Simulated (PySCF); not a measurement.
Cr²⁺ (chromium, charge +2) across methods

[Ar] 3d4, high-spin 5D determinant. All numbers are calculated (PySCF 2.14, the spin-free X2C one-electron Hamiltonian (Gaussian nucleus), in x2c-TZVPPall (6s5p4d2f1g, 64 functions)). The B2PLYP total includes its PT2 part (frozen core); its orbital energies are those of the SCF part.

```csv
method,E (hartree),mean ε 3p α (eV),mean ε 3p β (eV),mean ε 3d α (eV),Σ⟨r²⟩ (bohr²),⟨S²⟩
M06,-1049.856,-71.785,-66.696,-26.050,16.38,6.000
UHF,-1048.87114,-83.592,-73.319,-32.402,16.17,6.001
PBE,-1049.644,-67.787,-63.763,-24.133,16.62,6.000
CAM-B3LYP,-1049.943,-73.110,-68.018,-27.829,16.50,6.001
r2SCAN,-1049.858,-69.498,-64.380,-24.429,16.42,6.001
PBE0,-1049.686,-71.957,-66.513,-26.358,16.44,6.000
PW91,-1049.939,-67.858,-63.860,-24.222,16.61,6.000
B2PLYP,-1049.634,-76.213,-69.118,-28.550,16.35,6.001
```

Q: Estimate the same row for LDA.

A: E (hartree) = -1047.539; mean ε 3p α (eV) = -67.716; mean ε 3p β (eV) = -63.860; mean ε 3d α (eV) = -24.262; Σ⟨r²⟩ (bohr²) = 16.61; ⟨S²⟩ = 6.000.
